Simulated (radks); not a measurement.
The numbers below are computed, except where a source is named.
Ho3.5+, configuration [Xe] 4f7.5 6p2 (fractional occupations, a model configuration). Code: a radial shooting solver on a logarithmic mesh with Libxc functionals. Model: scalar-relativistic Kohn-Sham, r2SCAN, spin-unpolarised, spherical densities, finite nucleus; meta-GGA in the generalised Kohn-Sham scheme; Fermi nuclear charge, rms radius 5.2022 fm.

Normalised radial functions P(r) = r R(r), r in bohr:

```
   r/bohr * 4s, o 4d, + 4f (the largest magnitude, 1.66, reaches the edge; | marks zero, & curves that meet)
 0.003905                             &    *
 0.004546                             &    *
 0.005292                             &     *
 0.006161                             &     *
 0.007115                             &      *
 0.008283                             &      *
 0.009643                             &      *
  0.01123                             &     *
  0.01296                             &     *
  0.01509                             &    *
  0.01757                             &   *
  0.02045                             +o *
  0.02381                             +&
   0.0275                            *+o
  0.03201                         *   + o
  0.03727                       *     + o
  0.04339                    *        +  o
  0.05011                   *         +   o
  0.05833                  *          +     o
  0.06791                   *         |+      o
  0.07906                      *      |+       o
   0.0913                          *  |+         o
   0.1063                             | &          o
   0.1237                             |  +    *     o
   0.1441                             |   +        &
   0.1664                             |     +     o   *
   0.1937                             |       +o     *
   0.2255                             |   o     &
   0.2625                           o | *          +
   0.3031                    o*       |              +
   0.3529            * o              |                +
   0.4108     *   o                   |                  +
   0.4783  *   o                      |                   +
   0.5568    *o                       |                   +
    0.643        &                    |                  +
   0.7486            o  *             |                +
   0.8715                o   *        |             +
    1.015                    o   *    |           +
    1.172                        o  * |        +
    1.364                          o *|      +
    1.588                            o*    +
    1.849                            o*  +
    2.135                             & +
    2.485                             &+
    2.893                             &
    3.368                             &
     3.89                             &
    4.529                             &
    5.272                             &
    6.138                             &
    7.088                             &
    8.252                             &
    9.607                             &
```

4s: eigenvalue -491.38 eV, 3 radial nodes at r = 0.0251, 0.100, 0.270 bohr, <r> = 0.516 bohr, 90 % of the charge inside 0.740 bohr. 4d: eigenvalue -234.22 eV, 1 radial node at r = 0.250 bohr, <r> = 0.587 bohr, 90 % of the charge inside 0.878 bohr. 4f: eigenvalue -71.317 eV, 0 radial nodes, <r> = 0.699 bohr, 90 % of the charge inside 1.15 bohr.
